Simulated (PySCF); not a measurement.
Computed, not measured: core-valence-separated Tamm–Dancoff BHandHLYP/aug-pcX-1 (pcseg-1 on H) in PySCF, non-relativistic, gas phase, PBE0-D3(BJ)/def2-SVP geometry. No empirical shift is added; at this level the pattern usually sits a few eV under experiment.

Main lines of an unknown, eV (oscillator strength): C K: 284.1 (0.038), 284.1 (0.076), 285.9 (0.014), 286.2 (0.078), 286.6 (0.018); N K: 398.2 (0.054), 400.3 (0.042), 402.1 (0.028), 402.5 (0.007). Listed: the first five lines at most of each edge with a tenth or more of its strongest line's intensity; roots within 0.03 eV on the same or equivalent atoms are summed. Only the lowest roots were sought, and the top ones are left out.

Question: Which candidate gives them?
A. `n1(nc(F)cc1)C`
B. `c1(F)cnn(C)c1`
C. `C/N=C\[C@H](F)C#N`

Answer: A. 

- `Cn1ccc(F)n1`: C K: 284.1 (0.038), 284.1 (0.076), 285.9 (0.014), 286.2 (0.078), 286.6 (0.018); N K: 398.2 (0.054), 400.3 (0.042), 402.1 (0.028), 402.5 (0.007). First C line listed at 284.1 eV, hole on the aromatic CH carbon (1s→π*); first N line listed at 398.2 eV, hole on the pyridine-type nitrogen.
- `Cn1cc(F)cn1`: C K: 284.2 (0.054), 284.4 (0.058), 286.0 (0.069), 286.6 (0.014), 286.7 (0.023); N K: 397.8 (0.059), 400.2 (0.042), 402.2 (0.020), 402.5 (0.010), 403.0 (0.012). First C line listed at 284.2 eV, hole on the aromatic CH next to a ring nitrogen (1s→π*); first N line listed at 397.8 eV, hole on the pyridine-type nitrogen.
- `C/N=C\[C@H](F)C#N`: C K: 283.1 (0.064), 283.7 (0.054), 284.0 (0.064), 286.4 (0.011), 287.0 (0.017); N K: 396.1 (0.063), 396.9 (0.064), 397.5 (0.063), 402.0 (0.008). First C line listed at 283.1 eV, hole on the imine carbon (1s→π*); first N line listed at 396.1 eV, hole on the imine nitrogen.

One conformer each; other structures than these candidates weren't tested.
